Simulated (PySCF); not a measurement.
A calculated (r2SCAN0, PySCF 2.14, dyall-acv3z, no relativity, point nucleus) atom or ion has these occupied shells.

| shell | electrons | orbital energy (eV) | rms radius, mean of both spins (bohr) |
| --- | --- | --- | --- |
| 1s | 2 | -18.770 | 1.10 |

**Question.** Name the element and its charge.

**Answer.** He (helium, neutral), in 1s2, closed-shell 1S.
